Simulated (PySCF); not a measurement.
BH₄O₄, charge -1. Atoms are numbered in the order given.

```xyz
9

O      1.1256    -0.5349    -0.7970
B      0.0000     0.0000     0.0000
O     -0.5349    -1.1256     0.7970
O      0.5349     1.1256     0.7970
O     -1.1256     0.5349    -0.7970
H      0.8877    -1.4330    -1.0322
H     -1.4330    -0.8877     1.0322
H      1.4330     0.8877     1.0322
H     -0.8877     1.4330    -1.0322
```
Charge -1, spin multiplicity 1.

Geometry optimised at PBE0-D3(BJ)/def2-SVPD. The values are those of a single conformer.

These are KT2/pcSseg-1 (PySCF) values and carry that method's errors.

GIAO shieldings, no solvent; atoms alike by connectivity are averaged. δ = σ(ref) − σ: ¹⁷O against H2O (σ = 330.4 ppm); ¹¹B against BF3 (σ = 89.8 ppm); ¹H against TMS (σ = 31.47 ppm), references at their B3LYP-D3(BJ)/def2-TZVP geometries, non-relativistic.

Problem. Estimate the chemical shifts. (An estimate is asked for; the answer gives what the named calculation found.)

Solution. 
```
nucleus           atoms  count  δ (ppm)
-------  --------------  -----  -------
¹⁷O      O1, O3, O4, O5      4     59.7
¹¹B                  B2      1     -9.1
¹H       H6, H7, H8, H9      4    -1.16
```
